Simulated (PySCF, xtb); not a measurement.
SrCl₂, SMILES [Cl][Sr][Cl].

Harmonic wavenumbers (cm⁻¹) from GFN2-xTB (xtb 6.7.1) at its own minimum, in rising order: 47, 225, 235.

Problem. What does PBE-D3(BJ)/def2-TZVP run with PySCF give at its own minimum? (An estimate is asked for; the answer gives what the named calculation found.)

Solution. 43, 275, 310. Paired by order, the mean absolute difference is 43 cm⁻¹ and the zero-point energies are 0.7 and 0.9 kcal/mol.
